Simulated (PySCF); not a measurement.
## Telling isomers of C$_{3}$H$_{9}$ClOSi$_{2}$ apart by NMR

[PySCF 2.14.0 with density-fitted response routines: structure optimised with GFN2-xTB; shieldings: GIAO PBE0/pcSseg-1; no relativistic terms; rapidly exchanging positions averaged; no solvent model; one computed conformer]

Scale: ¹H (31.72 ppm), ¹³C (186.93 ppm) vs TMS (reference shieldings calculated alike). Where no couplings were computed, multiplicities follow the n + 1 count of equivalent neighbours, and m marks all less simple cases (inequivalent or close neighbours, rings, F or P nearby). Shifts are as computed. Against solution values, carbons near 30 ppm lie about +3 ppm off and those near 130 ppm about +5 ppm. Of 1211 compounds with measured shifts, 218 miss one by over three times the rms of a fit or turn the order of signals round; such compounds aren't used in these exercises.

(1) Tabulate the signals of `CO[SiH2]/C=C\[SiH2]Cl`, `C=C[Si@@H](OC)[SiH2]Cl` and their relative energies.

(2) What is the quickest way to tell CO[SiH2]/C=C\[SiH2]Cl from C=C[Si@@H](OC)[SiH2]Cl?

## Answers

(1) 
| SMILES | carbon types | δC | δH | E rel. (kcal/mol) |
| --- | --- | --- | --- | --- |
| CO[SiH2]/C=C\[SiH2]Cl | 2×CH 1×CH3 | 162.6, 152.0, 51.3 | 7.34 (m, 1H), 6.75 (m, 1H), 5.47 (d, 2H), 5.18 (d, 2H), 3.76 (s, 3H) | 0.0 |
| C=C[Si@@H](OC)[SiH2]Cl | 1×CH 1×CH2 1×CH3 | 143.3, 141.7, 53.3 | 6.64 (m, 1H), 6.36 (m, 1H), 6.28 (m, 1H), 5.48 (m, 1H), 5.23 (m, 1H), 5.17 (m, 1H), 3.75 (s, 3H) | 3.4 |

Energies are electronic energies at PBE0/pcSseg-1 on these geometries, without zero-point or thermal terms, each for the one conformer computed, which needn't be the lowest.

(2) Both give the same number of carbon signals, but DEPT or the intensities differ. The first has an alkene CH at 162.6 ppm, the second a terminal =CH2 carbon at 143.3 ppm. In the proton spectra the most deshielded non-exchanging signals are 7.34 (m, 1H) and 6.64 (m, 1H).
